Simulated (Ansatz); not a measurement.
Relaxation of C$_{2}$H$_{5}$NSi (9 atoms, charge 0, multiplicity 1), to a largest force component of 0.02 eV/Å in at most 50 steps.

Method: RKS revPBE/def2-SVP in Ansatz 0.2.0.

```xyz
9
Properties=species:S:1:pos:R:3:forces:R:3
C -1.285 0.741 -0.588 0.61 -0.02 0.14
Si 0.193 -0.439 -0.661 -0.96 -0.24 -0.06
C 1.203 -0.589 0.792 -0.35 -0.34 -0.35
N 1.532 -1.357 1.702 0.08 -0.33 0.26
H -1.757 0.725 0.390 -0.33 -0.07 0.72
H -2.036 0.469 -1.325 -0.45 -0.31 -0.56
H -0.978 1.764 -0.794 0.16 0.74 -0.16
H 0.930 -0.292 -1.911 0.67 0.22 -0.62
H 2.200 -1.023 2.395 0.57 0.33 0.61
```

Q: Where does it end, and by what steps?

A: The forces met the threshold. After 8 steps the energy has fallen by 0.279 eV; Si2 moved furthest, 0.33 Å.

| step | energy less start (eV) | largest force component (eV/Å) | accepted |
| --- | --- | --- | --- |
| 0 | 0.0000 | 0.959 | yes |
| 1 | -0.1817 | 0.936 | yes |
| 2 | -0.1420 | 1.954 | no |
| 3 | -0.2354 | 0.606 | yes |
| 4 | -0.2658 | 0.196 | yes |
| 5 | -0.2703 | 0.272 | yes |
| 6 | -0.2784 | 0.063 | yes |
| 7 | -0.2791 | 0.059 | yes |
| 8 | -0.2793 | 0.017 | yes |

```xyz
9
Properties=species:S:1:pos:R:3
C -1.265 0.729 -0.556
Si 0.014 -0.691 -0.788
C 1.044 -0.774 0.711
N 1.566 -1.261 1.709
H -1.830 0.590 0.388
H -1.995 0.688 -1.390
H -0.797 1.734 -0.551
H 1.045 -0.293 -1.824
H 2.219 -0.721 2.300
```

Time of the run: 10 s on 2 threads of AMD EPYC 7R43 64-Core Processor (Zen 3), with other jobs on the host, peak memory 0.14 GiB.
